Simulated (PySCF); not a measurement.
# Telling isomers of C$_{6}$H$_{16}$O$_{2}$Si apart by NMR

Fast rotation and ring inversion assumed for equivalent nuclei, gas phase, non-relativistic Hamiltonian, one conformer. Shieldings: GIAO PBE0/pcSseg-1; geometry from PBE0-D3(BJ)/def2-SVP; PySCF 2.14.0 with density-fitted response routines.

Scale: 1H and 13C against TMS (reference shieldings calculated alike). Where no couplings were computed, multiplicities follow the n + 1 count of equivalent neighbours, and m marks all less simple cases (inequivalent or close neighbours, rings, F or P nearby). Shifts are as computed. Against solution values, carbons near 30 ppm lie about +2 ppm off and those near 130 ppm about +5 ppm. Of 1313 compounds with measured shifts, 239 miss one by over three times the rms of a fit or turn the order of signals round; such compounds aren't used in these exercises.

(1) Tabulate the signals of `CCO[Si](C)(C)OCC`, `CO[SiH2]OCC(C)(C)C` and their relative energies.

(2) What is the quickest way to tell CCO[Si](C)(C)OCC from CO[SiH2]OCC(C)(C)C?

Answers

(1) 
```tsv
SMILES	carbon types	δC	δH	E rel. (kcal/mol)
CCO[Si](C)(C)OCC	2×CH2 4×CH3	59.0, 20.2, -3.9	3.62 (q, 4H), 1.24 (t, 6H), 0.06 (s, 6H)	0.0
CO[SiH2]OCC(C)(C)C	1×C 1×CH2 4×CH3	80.0, 53.3, 32.5, 27.4	4.60 (s, 2H), 3.70 (s, 3H), 3.44 (s, 2H), 0.94 (s, 9H)	23.4
```

Energies are electronic energies at PBE0/pcSseg-1 on these geometries, without zero-point or thermal terms, each for the one conformer computed, which needn't be the lowest.

(2) Count the carbon signals: 3 against 4. The first has a methyl carbon bonded to Si (CH3) at -3.9 ppm, the second a quaternary sp3 carbon (C) at 32.5 ppm. Their most deshielded carbons lie at 59.0 and 80.0 ppm. In the proton spectra the most deshielded non-exchanging signals are 3.62 (q, 4H) and 4.60 (s, 2H).
